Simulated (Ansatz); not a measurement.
Species: sum formula BNH$_{3}$, charge 1, multiplicity 1. It need not be the lowest isomer of its formula. SMILES: B=[NH2+]
Geometry: optimised at B3LYP-D3(BJ)/def2-TZVP (Ansatz, a quantum-chemistry and plane-wave program).

Parts of the frozen-core correlation energy in cc-pVDZ (Ansatz, hartree). Frozen orbitals: 2; correlated occupied orbitals by spin: 5 and 5; virtual: 36 and 36. No spin-orbit coupling. Non-relativistic.

```json
[
 {"term": "reference (HF)", "value": "-80.62365"},
 {"term": "MP2 opposite-spin", "value": "[?]"},
 {"term": "MP2 same-spin", "value": "[?]"},
 {"term": "CCSD correlation", "value": "-0.25166"},
 {"term": "(T)", "value": "[?]"},
 {"term": "CCSDT minus CCSD(T)", "value": "-0.00054"},
 {"term": "CCSDT(Q) minus CCSD(T)", "value": "-0.00105"},
 {"term": "T1 diagnostic", "value": "0.014"},
 {"term": "largest doubles amplitude", "value": "0.074"}
]
```

**Question.** Fill in the missing entries.

**Answer.** 
- MP2 opposite-spin, value: -0.17825
- MP2 same-spin, value: -0.05135
- (T), value: -0.00666
